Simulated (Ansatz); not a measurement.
Al₂S₂. Total charge 0; triplet. Geometry PBE0-D4/def2-TZVP; atoms count from 1.

```xyz
4

Al    1.675   -0.696   -1.249
Al    0.080    0.162    0.552
S    -0.553   -0.370   -1.470
S    -1.202    0.904    2.166
```

At PBE0-D4/def2-TZVP a singlet of charge 0 lies 1.67 eV below the triplet, each at its own geometry. The structure comes from a short search, and lower isomers may exist.

(1) Estimate the Mulliken populations from the PBE0/def2-TZVP orbitals of Ansatz.

(2) Where does the spin sit?

(3) And the Mayer bond orders between heavy atoms (over 0.3)?

Results:

(1) 
```json
{"atom": "Al1", "charge (e)": "0.18", "spin (α − β)": "0.39"}
{"atom": "Al2", "charge (e)": "0.27", "spin (α − β)": "0.48"}
{"atom": "S3", "charge (e)": "-0.30", "spin (α − β)": "0.11"}
{"atom": "S4", "charge (e)": "-0.16", "spin (α − β)": "1.02"}
```
Mulliken values depend strongly on the basis.

(2) Summed by element: Al 0.87, S 1.13, of 2 unpaired in all. Largest on single atoms: S4 1.02, Al2 0.48, Al1 0.39.

(3) Al1–Al2 0.74 (2.55 Å); Al1–S3 1.10 (2.26 Å); Al2–S3 1.21 (2.19 Å); Al2–S4 1.22 (2.19 Å).
